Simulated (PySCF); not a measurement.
Cl3HSn. Atoms are numbered in the order given.

```xyz
5

Sn     0.0000     0.0000     0.4090
Cl    -1.8925    -1.0926    -0.4424
Cl     0.0000     2.1853    -0.4424
Cl     1.8925    -1.0926    -0.4424
H      0.0000     0.0000     2.1149
```
Charge 0, spin multiplicity 1.

The structure is a stationary point at B3LYP-D3(BJ)/def2-SVP. The def2 effective core potentials stand for the cores of Sn; spin–orbit coupling is left out.

The numbers are results of r2SCAN/def2-TZVP (PySCF), not measurements.

ESP charges are fitted to the potential on shells at 1.4 to 2.0 van der Waals radii. Atomic charges (e):

```tsv
atom	Mulliken	ESP fit	Löwdin
Sn1	0.97	0.23	-0.12
Cl2	-0.33	-0.11	0.05
Cl3	-0.33	-0.11	0.05
Cl4	-0.33	-0.11	0.05
H5	0.01	0.10	-0.03
```
